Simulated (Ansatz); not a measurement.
Consider the formal exchange of groups at a B–C bond: `C[SiH2]B(C)C` + `[AlH3]` → `C[SiH2][B](C)[AlH2]` + CH₄.

Computed with Ansatz on PBE0-D4/def2-TZVP structures; ΔE is electronic, products minus reactants. CCSD(T)/CBS is the MP2 limit (def2-TZVPP, def2-QZVPP) plus CCSD(T) − MP2 in def2-TZVPP, frozen cores. This one scheme is used for every species. Functionals use def2-TZVPP. B3LYP here is the variant with VWN-RPA as its local correlation; programs differ in this. One conformer a species, not always the lowest.

CCSD(T)/CBS gives +5.6 kcal/mol.

Q: Another level gave +6.9 kcal/mol. Which?
A. ωB97M-V/def2-TZVPP
B. PBE0-D4/def2-TZVPP
C. B3LYP/def2-TZVPP
D. PBE/def2-TZVPP

A: A. ωB97M-V 6.9, B3LYP 5.6, PBE0-D4 4.5, PBE 3.4 kcal/mol.

Largest T1 diagnostic among the species: 0.012.

In def2-TZVPP, CCSD(T) changes the Hartree–Fock value by −2.2 kcal/mol (the triples alone add −0.4 kcal/mol) and MP2 by −0.8 kcal/mol. From PBE to PBE0 (25 % exact exchange), in def2-TZVPP and without D4, ΔE moves by +1.1 kcal/mol.
